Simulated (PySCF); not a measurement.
Calculation: B3LYP-D3(BJ)/def2-TZVP run with PySCF. Isolated molecules, 0 K electronic values unless said otherwise. One relaxed conformer stands for a flexible species; it need not be the lowest. B3LYP has the VWN-RPA correlation part, as in Gaussian. Excitations are Tamm–Dancoff values on a coarser integration grid. The basis has no diffuse functions, so Rydberg states are missing or too high.

Reference species (SMILES): `N[SiH2]C#C` (neutral, multiplicity 1).

S1 excitation (TDA): 5.92 eV
HOMO: -7.39 eV
HOMO–LUMO gap: 6.93 eV

Changed species: `C[SiH]=C=N`.

Problem. What does the change do to the S1 excitation (TDA), HOMO and HOMO–LUMO gap?

Solution. the S1 excitation (TDA) falls by 2.93 eV, to 2.99 eV; the HOMO goes up by 1.89 eV, to -5.50 eV; the HOMO–LUMO gap decreases by 3.20 eV, to 3.73 eV.
